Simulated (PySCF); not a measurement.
PySCF 2.14 output of an unrestricted B3LYP calculation on a single atom or ion in aug-cc-pVDZ-X2C, with scalar relativity by spin-free X2C-1e:

```
SCF conv_tol = 1e-09
number electrons alpha = 29  beta = 27
    P. J. Stephens, F. J. Devlin, C. F. Chabalowski, and M. J. Frisch.,  J. Phys. Chem. 98, 11623 (1994)
cycle= 1 E= -8134.78432333564  delta_E= -0.00209  |g|= 0.00385  |ddm|= 1.37
cycle= 2 E= -8134.78436316714  delta_E= -3.98e-05  |g|= 0.000745  |ddm|= 0.12
cycle= 3 E= -8134.78436688859  delta_E= -3.72e-06  |g|= 0.000268  |ddm|= 0.0305
cycle= 4 E= -8134.78436793818  delta_E= -1.05e-06  |g|= 0.000108  |ddm|= 0.00992
cycle= 5 E= -8134.78436815717  delta_E= -2.19e-07  |g|= 8.5e-06  |ddm|= 0.00676
cycle= 6 E= -8134.78436815803  delta_E= -8.55e-10  |g|= 6.36e-07  |ddm|= 0.000663
converged SCF energy = -8134.78436815803  <S^2> = 2.0000439  2S+1 = 3.0000293
```

The run itself started from symmetry-adapted Hartree-Fock orbitals and held the occupation by maximum overlap, on a logarithmic radial grid, so the iterations belong to that start.

Which element, charge and spin multiplicity is this?

Ba (barium, neutral), multiplicity 3; the state was [Xe] 6s1 6p1, high-spin 3P determinant (an excited configuration).

Spin-orbit coupling, absent here, splits the open shell strongly.
